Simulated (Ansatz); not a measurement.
`[F][Zn][O][SiH3]` + `FC[SiH2]S` → `F[CH2][Zn][F]` + `[SiH3]O[SiH2]S`  (redistribution)

Computed with Ansatz on PBE0-D4/def2-TZVP structures; ΔE is electronic, products minus reactants. CCSD(T)/CBS adds triple-zeta CCSD(T) − MP2 to the extrapolated MP2 energy (def2 sets, frozen cores). Functionals use def2-TZVPP. B3LYP here is the variant with VWN-RPA as its local correlation; programs differ in this. For Zn outer-core shells are correlated without core-valence functions, which leaves a few kJ/mol of doubt a bond. Scalar relativity is left out up to krypton. One conformer a species, not always the lowest.

| level | ΔE (kcal/mol) |
| --- | --- |
| B97M-V | -14.5 |
| B3LYP-D4 | -15.8 |
| revPBE | -14.2 |
| BLYP | -15.6 |
| BHLYP | -14.3 |
| CCSD(T)/def2-SVP | -7.3 |
| CCSD/def2-TZVPP | -12.5 |
| CCSD(T)/def2-TZVPP | -12.7 |

(1) What does CCSD(T)/CBS give? (Estimate.)

Largest T1 diagnostic among the species: 0.017.

Answers

(1) Ansatz gave: -12.8 kcal/mol. The listed levels differ from it by -1.7, -3.0, -1.4, -2.8, -1.5, 5.5, 0.3, 0.1 kcal/mol.

At CCSD(T), def2-SVP lies +5.5 kcal/mol from the extrapolated value and def2-TZVPP +0.1 kcal/mol. Leaving LDA and LC-ωPBE aside and taking each functional with its dispersion term where it has one, the values, not all of them listed here, spread over 3.4 kcal/mol, from BLYP-D4 to PBE-QIDH. LDA lies −1.2 kcal/mol from PBE without D4. From BLYP to BHLYP (50 % exact exchange), in def2-TZVPP and without D4, ΔE moves by +1.3 kcal/mol.
